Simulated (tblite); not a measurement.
C₆H₈N₂S (charge +1 and doublet state).
Cartesian coordinates in Å at the GFN2-xTB level; atoms count from 1:
```
atom  x, y, z in Å
C1    -2.254    0.921   -0.625
C2    -1.258    0.102   -0.208
C3    -1.467   -0.901    0.846
C4     0.091    0.207   -0.842
C5     1.278   -0.010    0.023
C6     2.623    0.260   -0.388
N7     3.487    0.062    0.570
S8     2.742   -0.463    1.902
N9     1.252   -0.437    1.270
H10   -3.227    0.898   -0.162
H11   -2.123    1.621   -1.434
H12   -0.746   -0.715    1.656
H13   -1.217   -1.902    0.492
H14   -2.480   -0.884    1.236
H15    0.200    1.171   -1.351
H16    0.147   -0.543   -1.648
H17    2.946    0.626   -1.346
```

Level: GFN2-xTB in tblite, geometry and Hessian alike; calculated harmonic values, unscaled, isolated species. The method is semi-empirical: single wavenumbers can be off by several per cent or more. One conformer, not necessarily the lowest. Open shells enter through the occupations alone, without spin polarisation, and single modes of such species can be off by tens of per cent.

Harmonic wavenumbers (cm⁻¹): 33.6, 52.4, 134.4, 172.7, 215.2, 278.6, 351.0, 411.2, 449.9, 474.3, 497.9, 569.6, 607.5, 691.9, 766.3, 798.8, 832.4, 857.4, 880.8, 891.6, 932.3, 947.9, 1000.6, 1013.7, 1061.0, 1098.5, 1210.7, 1289.4, 1314.7, 1327.5, 1349.9, 1350.9, 1375.8, 1404.8, 1428.5, 1467.7, 1559.6, 2851.3, 2855.7, 2946.0, 2997.5, 3073.0, 3099.7, 3135.0, 3142.1.

A = 3637, B = 838.2, C = 709.6 MHz; mass 140.041 u (most abundant isotopes); point group C1, symmetry number 1; spin multiplicity 2.

Question: What is the zero-point energy?

Answer: Half the sum of the wavenumbers: 27601 cm⁻¹ = 78.91 kcal/mol.

Question: Give the ideal-gas entropy at 200 K and 1 bar in the rigid-rotor, harmonic-oscillator model (classical rotation).

Answer: Translation 38.76, rotation 28.20, vibration 17.39, spin (R ln 2) 1.38: S = 85.7 cal/(mol K).

Question: And Cp and H(200 K) − H(0)?

Answer: Cp = 26.27 cal/(mol K), of which vibrations give 18.32 (their classical limit is 45 R = 89.4); H(200 K) − H(0) = 3.40 kcal/mol without the zero-point energy, 1.81 from vibrations.

Question: Blend soft modes into free rotors: weight 1/[1 + (100 cm⁻¹/ν̃)⁴] for the oscillator and the rest for a rotor with moment μB/(μ + B), μ = h/(8π²ν), B = 10⁻⁴⁴ kg m². What vibrational entropy results?

Answer: 15.43 cal/(mol K) in place of 17.39, which changes −T·S at 200 K by +0.39 kcal/mol.

Question: How do the functions run with temperature in this model?

Answer: 
```csv
T (K),S (cal/(mol K)),Cp (cal/(mol K)),H − H(0) (kcal/mol),G − H(0) (kcal/mol),ln q(vib)
150,78.9,21.4,2.21,-9.63,3.06
250,92.1,31.3,4.84,-18.19,5.34
298.15,98.1,36.3,6.47,-22.77,6.45
400,110.1,45.9,10.67,-33.38,8.83
600,131.6,60.0,21.36,-57.60,13.53
900,158.6,72.7,41.43,-101.27,20.22
```

q(vib) and H(0) count from the zero-point level.

Hindered rotation and anharmonicity are outside this model. Other conformers, if any are populated, would add a mixing term that is left out. The structure is chiral; the term R ln 2 for an equal mix with its mirror image is left out.

Hardware: one thread, Arm Neoverse N1 (aarch64), no GPU, on a shared host. Cost: 1.1 s wall. This covers the Hessian and the dipole derivatives.
